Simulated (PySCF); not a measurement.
Vertical excitations of a molecule C3H8OSe from PySCF with TDDFT-PBE/def2-SVPD, as energy in eV (oscillator strength): 3.47 (0.001), 4.92 (0.029), 5.04 (0.009), 5.25 (0.017), 5.56 (0.004), 6.04 (0.009), 6.10 (0.004), 6.42 (0.000), 6.58 (0.001), 6.61 (0.004). Lowest triplet (TDA): 2.78 eV. Coordinates come from a PBE0-D3(BJ)/def2-SVP optimisation. The values are those of a single conformer.

**Question.** Which structure fits?
A. C[Se]CCO
B. CC(C)[Se]O
C. OCCC[SeH]
D. COCC[SeH]

**Answer.** B, CC(C)[Se]O
